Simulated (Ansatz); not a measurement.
Relaxation of BClF3H (6 atoms, charge 0, multiplicity 1), to a largest force component of 0.03 eV/Å in at most 50 steps.

Level of theory: RKS LDA/def2-SVP in Ansatz.

```xyz
6
Properties=species:S:1:pos:R:3
B -0.009 0.278 0.074
Cl -0.028 0.623 1.862
F 1.133 0.245 -0.551
F -1.139 0.211 -0.570
F 0.041 -2.171 0.621
H 0.122 -1.915 1.514
```

**Question.** Where does it end, and by what steps?

**Answer.** It converged. After 9 steps the energy has fallen by 0.270 eV; F5 moved furthest, 0.41 Å.

```json
{"step": "0", "energy less start (eV)": "0.0000", "largest force component (eV/Å)": "1.211", "accepted": "yes"}
{"step": "1", "energy less start (eV)": "-0.1486", "largest force component (eV/Å)": "0.523", "accepted": "yes"}
{"step": "2", "energy less start (eV)": "-0.2153", "largest force component (eV/Å)": "0.792", "accepted": "yes"}
{"step": "3", "energy less start (eV)": "-0.2372", "largest force component (eV/Å)": "0.919", "accepted": "yes"}
{"step": "4", "energy less start (eV)": "-0.2610", "largest force component (eV/Å)": "0.325", "accepted": "yes"}
{"step": "5", "energy less start (eV)": "-0.2645", "largest force component (eV/Å)": "0.291", "accepted": "yes"}
{"step": "6", "energy less start (eV)": "-0.2597", "largest force component (eV/Å)": "0.699", "accepted": "no"}
{"step": "7", "energy less start (eV)": "-0.2689", "largest force component (eV/Å)": "0.061", "accepted": "yes"}
{"step": "8", "energy less start (eV)": "-0.2696", "largest force component (eV/Å)": "0.043", "accepted": "yes"}
{"step": "9", "energy less start (eV)": "-0.2700", "largest force component (eV/Å)": "0.023", "accepted": "yes"}
```

```xyz
6
Properties=species:S:1:pos:R:3
B 0.007 -0.040 0.130
Cl -0.002 0.396 1.914
F 1.142 0.147 -0.511
F -1.139 0.081 -0.506
F 0.058 -1.782 0.488
H 0.053 -1.531 1.436
```

The run took 13 s on 1 thread of Arm Neoverse V2, on a shared host, peak memory 0.13 GiB.
